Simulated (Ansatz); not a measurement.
Ansatz (a program for electronic structure) input file for CH3FO3W, SMILES C[O][W](=[O])(=[O])[F], multiplicity 1, B3LYP-D3(BJ)/def2-SVP. 

Ansatz 0.2 input:
```yaml
crystal:
  periodic: [false, false, false]
  atoms:
    - {symbol: W, position_ang: [0.07426245, 0.08598781, 0.23328698]}
    - {symbol: O, position_ang: [1.75775663, -0.06648485, 0.21999260]}
    - {symbol: O, position_ang: [-0.63356466, -0.99937682, 1.31899621]}
    - {symbol: F, position_ang: [-0.46165649, 1.84263505, 0.55924522]}
    - {symbol: O, position_ang: [-0.54163732, -0.30405846, -1.43647319]}
    - {symbol: C, position_ang: [-0.65709029, -1.25019584, -2.47963525]}
    - {symbol: H, position_ang: [-1.31963228, -0.86302584, -3.26333945]}
    - {symbol: H, position_ang: [0.33988567, -1.44104950, -2.90541603]}
    - {symbol: H, position_ang: [-1.07866140, -2.18220155, -2.07000109]}
basis:
  gaussian:
    orbitals: def2-SVP
hamiltonian:
  xc: b3lyp
  dispersion: d3bj
relax: {f_tol: 0.002, max_steps: 200}
```

Output:

```
WARN ansatz: RAYON_NUM_THREADS=1 ignored (pool sized by the plan → 1); use --threads N
Functional definition: B3LYP
integrals: 0.08 GiB planned
1233 factors; integrals over basis functions are off by at most 2.5e-4 eV
mean field: 0.55 GiB planned
mean field evaluation 1: about -11746.9792 eV, gradient 1.1e2 eV
mean field evaluation 2: about -11514.3382 eV, gradient 3.2e2 eV
mean field evaluation 4: about -11765.8026 eV, gradient 3.0e1 eV
mean field evaluation 8: about -11767.3989 eV, gradient 1.9e-1 eV
mean field evaluation 16: about -11767.4684 eV, gradient 6.1e-4 eV
mean field -11767.46838735 eV, -432.4464869584 hartree, gradient 1.2e-5 eV, S^2 0.000000; 0 other end points of the search recorded, 0 dependent functions left out
the calculation of the forces begins
reference -11767.46869276 eV, -432.4464981823 hartree; 28, 28 occupied and 89, 89 virtual orbitals, 1233 factors
relax step   1: F+E_penalty+E_count = -11767.80327352 eV  Δ(F+E_penalty+E_count) = +0.000e0 eV  max|allowed force component| = 1.726e0 eV/Å  Δτ_max = 0.0000 Å  (32 SCF iters, accepted)
these checks for a lower state are left out or cut short: starts, cluster_reference, orbital_swaps, neighbouring_geometries, increment
integrals: 0.08 GiB planned
1233 factors; integrals over basis functions are off by at most 2.5e-4 eV
mean field: 0.55 GiB planned
mean field -11767.60327833 eV, -432.4514441108 hartree, gradient 7.7e-6 eV, S^2 0.000000; 0 other end points of the search recorded, 0 dependent functions left out
the calculation of the forces begins
reference -11767.60358524 eV, -432.4514553893 hartree; 28, 28 occupied and 89, 89 virtual orbitals, 1233 factors
relax step   2: F+E_penalty+E_count = -11767.93322747 eV  Δ(F+E_penalty+E_count) = -1.300e-1 eV  max|allowed force component| = 3.420e-1 eV/Å  Δτ_max = 0.1165 Å  (39 SCF iters, accepted)
these checks for a lower state are left out or cut short: starts, cluster_reference, orbital_swaps, neighbouring_geometries, increment
integrals: 0.08 GiB planned
1233 factors; integrals over basis functions are off by at most 2.5e-4 eV
mean field: 0.55 GiB planned
mean field evaluation 32: about -11767.6072 eV, gradient 4.6e-4 eV
mean field -11767.60723134 eV, -432.4515893813 hartree, gradient 7.6e-6 eV, S^2 0.000000; 0 other end points of the search recorded, 0 dependent functions left out
the calculation of the forces begins
reference -11767.60753793 eV, -432.4516006479 hartree; 28, 28 occupied and 89, 89 virtual orbitals, 1233 factors
relax step   3: F+E_penalty+E_count = -11767.93734272 eV  Δ(F+E_penalty+E_count) = -4.115e-3 eV  max|allowed force component| = 9.947e-2 eV/Å  Δτ_max = 0.0229 Å  (36 SCF iters, accepted)
these checks for a lower state are left out or cut short: starts, cluster_reference, orbital_swaps, neighbouring_geometries, increment
integrals: 0.08 GiB planned
1233 factors; integrals over basis functions are off by at most 2.5e-4 eV
mean field: 0.55 GiB planned
mean field -11767.60782551 eV, -432.4516112164 hartree, gradient 7.8e-6 eV, S^2 0.000000; 0 other end points of the search recorded, 0 dependent functions left out
the calculation of the forces begins
reference -11767.60813181 eV, -432.4516224728 hartree; 28, 28 occupied and 89, 89 virtual orbitals, 1233 factors
relax step   4: F+E_penalty+E_count = -11767.93807685 eV  Δ(F+E_penalty+E_count) = -7.341e-4 eV  max|allowed force component| = 2.060e-2 eV/Å  Δτ_max = 0.0175 Å  (35 SCF iters, accepted)
these checks for a lower state are left out or cut short: starts, cluster_reference, orbital_swaps, neighbouring_geometries, increment
integrals: 0.08 GiB planned
1233 factors; integrals over basis functions are off by at most 2.6e-4 eV
mean field: 0.55 GiB planned
mean field -11767.60785456 eV, -432.4516122839 hartree, gradient 7.8e-6 eV, S^2 0.000000; 0 other end points of the search recorded, 0 dependent functions left out
the calculation of the forces begins
reference -11767.60816064 eV, -432.4516235322 hartree; 28, 28 occupied and 89, 89 virtual orbitals, 1233 factors
relax step   5: F+E_penalty+E_count = -11767.93837333 eV  Δ(F+E_penalty+E_count) = -2.965e-4 eV  max|allowed force component| = 2.638e-2 eV/Å  Δτ_max = 0.0181 Å  (35 SCF iters, accepted)
these checks for a lower state are left out or cut short: starts, cluster_reference, orbital_swaps, neighbouring_geometries, increment
integrals: 0.08 GiB planned
1233 factors; integrals over basis functions are off by at most 2.6e-4 eV
mean field: 0.55 GiB planned
mean field -11767.60754937 eV, -432.4516010686 hartree, gradient 1.4e-5 eV, S^2 0.000000; 0 other end points of the search recorded, 0 dependent functions left out
the calculation of the forces begins
reference -11767.60785510 eV, -432.4516123038 hartree; 28, 28 occupied and 89, 89 virtual orbitals, 1233 factors
relax step   6: F+E_penalty+E_count = -11767.93875085 eV  Δ(F+E_penalty+E_count) = -3.775e-4 eV  max|allowed force component| = 4.493e-2 eV/Å  Δτ_max = 0.0451 Å  (34 SCF iters, accepted)
these checks for a lower state are left out or cut short: starts, cluster_reference, orbital_swaps, neighbouring_geometries, increment
integrals: 0.08 GiB planned
1233 factors; integrals over basis functions are off by at most 2.6e-4 eV
mean field: 0.55 GiB planned
mean field -11767.60749782 eV, -432.4515991741 hartree, gradient 7.8e-6 eV, S^2 0.000000; 0 other end points of the search recorded, 0 dependent functions left out
the calculation of the forces begins
reference -11767.60780356 eV, -432.4516104097 hartree; 28, 28 occupied and 89, 89 virtual orbitals, 1233 factors
relax step   7: F+E_penalty+E_count = -11767.93883904 eV  Δ(F+E_penalty+E_count) = -8.819e-5 eV  max|allowed force component| = 3.155e-2 eV/Å  Δτ_max = 0.0071 Å  (37 SCF iters, accepted)
these checks for a lower state are left out or cut short: starts, cluster_reference, orbital_swaps, neighbouring_geometries, increment
integrals: 0.08 GiB planned
1233 factors; integrals over basis functions are off by at most 2.6e-4 eV
mean field: 0.55 GiB planned
mean field evaluation 64: about -11767.5399 eV, gradient 5.2e-3 eV
mean field -11767.60736453 eV, -432.4515942758 hartree, gradient 7.8e-6 eV, S^2 0.000000; 0 other end points of the search recorded, 0 dependent functions left out
the calculation of the forces begins
reference -11767.60767026 eV, -432.4516055111 hartree; 28, 28 occupied and 89, 89 virtual orbitals, 1233 factors
relax step   8: F+E_penalty+E_count = -11767.93888545 eV  Δ(F+E_penalty+E_count) = -4.641e-5 eV  max|allowed force component| = 7.604e-3 eV/Å  Δτ_max = 0.0084 Å  (36 SCF iters, accepted)
these checks for a lower state are left out or cut short: starts, cluster_reference, orbital_swaps, neighbouring_geometries, increment
integrals: 0.08 GiB planned
1233 factors; integrals over basis functions are off by at most 2.6e-4 eV
mean field: 0.55 GiB planned
mean field -11767.60737143 eV, -432.4515945293 hartree, gradient 1.4e-5 eV, S^2 0.000000; 0 other end points of the search recorded, 0 dependent functions left out
the calculation of the forces begins
reference -11767.60767716 eV, -432.4516057646 hartree; 28, 28 occupied and 89, 89 virtual orbitals, 1233 factors
relax step   9: F+E_penalty+E_count = -11767.93889027 eV  Δ(F+E_penalty+E_count) = -4.822e-6 eV  max|allowed force component| = 2.065e-3 eV/Å  Δτ_max = 0.0008 Å  (28 SCF iters, accepted)
these checks for a lower state are left out or cut short: starts, cluster_reference, orbital_swaps, neighbouring_geometries, increment
integrals: 0.08 GiB planned
1233 factors; integrals over basis functions are off by at most 2.7e-4 eV
mean field: 0.55 GiB planned
mean field -11767.60738193 eV, -432.4515949153 hartree, gradient 7.8e-6 eV, S^2 0.000000; 0 other end points of the search recorded, 0 dependent functions left out
the calculation of the forces begins
reference -11767.60768766 eV, -432.4516061505 hartree; 28, 28 occupied and 89, 89 virtual orbitals, 1233 factors
relax step  10: F+E_penalty+E_count = -11767.93889425 eV  Δ(F+E_penalty+E_count) = -3.973e-6 eV  max|allowed force component| = 2.921e-4 eV/Å  Δτ_max = 0.0033 Å  (37 SCF iters, accepted)
these checks for a lower state are left out or cut short: starts, cluster_reference, orbital_swaps, neighbouring_geometries, increment
integrals: 0.08 GiB planned
1233 factors; integrals over basis functions are off by at most 2.7e-4 eV
mean field: 0.55 GiB planned
mean field -11767.60741276 eV, -432.4515960483 hartree, gradient 7.8e-6 eV, S^2 0.000000; 0 other end points of the search recorded, 0 dependent functions left out
the calculation of the forces begins
reference -11767.60771849 eV, -432.4516072834 hartree; 28, 28 occupied and 89, 89 virtual orbitals, 1233 factors
relax step  11: F+E_penalty+E_count = -11767.93890120 eV  Δ(F+E_penalty+E_count) = -6.950e-6 eV  max|allowed force component| = 2.232e-3 eV/Å  Δτ_max = 0.0126 Å  (36 SCF iters, accepted)
these checks for a lower state are left out or cut short: starts, cluster_reference, orbital_swaps, neighbouring_geometries, increment
integrals: 0.08 GiB planned
1233 factors; integrals over basis functions are off by at most 2.7e-4 eV
mean field: 0.55 GiB planned
mean field evaluation 96: about -11767.6074 eV, gradient 7.8e-6 eV
mean field -11767.60739837 eV, -432.4515955194 hartree, gradient 7.8e-6 eV, S^2 0.000000; 0 other end points of the search recorded, 0 dependent functions left out
the calculation of the forces begins
reference -11767.60770409 eV, -432.4516067544 hartree; 28, 28 occupied and 89, 89 virtual orbitals, 1233 factors
relax step  12: F+E_penalty+E_count = -11767.93890199 eV  Δ(F+E_penalty+E_count) = -7.888e-7 eV  max|allowed force component| = 1.939e-3 eV/Å  Δτ_max = 0.0023 Å  (36 SCF iters, accepted)
integrals: 0.08 GiB planned
1233 factors; integrals over basis functions are off by at most 2.7e-4 eV
mean field: 0.55 GiB planned
mean field -11767.60739837 eV, -432.4515955194 hartree, gradient 7.8e-6 eV, S^2 0.000000; 1 other end points of the search recorded, 0 dependent functions left out
the calculation of the forces begins
reference -11767.60770409 eV, -432.4516067544 hartree; 28, 28 occupied and 89, 89 virtual orbitals, 1233 factors
Total energy: -11767.93920771 eV, -432.4637892875 hartree
Atom 0 at     0.043285     0.143512     0.204489 Å, force    -0.001939     0.000503    -0.001386 eV/Å
Atom 1 at     1.748264    -0.022687     0.205373 Å, force     0.001827    -0.000221     0.000319 eV/Å
Atom 2 at    -0.550390    -1.009667     1.323553 Å, force    -0.000078    -0.000741     0.001205 eV/Å
Atom 3 at    -0.449179     1.880739     0.725646 Å, force     0.000145     0.000279     0.000248 eV/Å
Atom 4 at    -0.591744    -0.294527    -1.487157 Å, force    -0.000083    -0.000128    -0.000749 eV/Å
Atom 5 at    -0.663055    -1.279075    -2.497261 Å, force     0.000220    -0.000322    -0.000613 eV/Å
Atom 6 at    -1.244867    -0.874107    -3.338850 Å, force     0.000282    -0.000111     0.000567 eV/Å
Atom 7 at     0.349307    -1.538777    -2.846933 Å, force    -0.000701     0.000268     0.000348 eV/Å
Atom 8 at    -1.161958    -2.183181    -2.112204 Å, force     0.000328     0.000472     0.000062 eV/Å
Dipole moment:    -0.315937    -0.140850    -0.772106 e Å
```

The run converged.

Cost: very roughly 2.2 core-minutes.
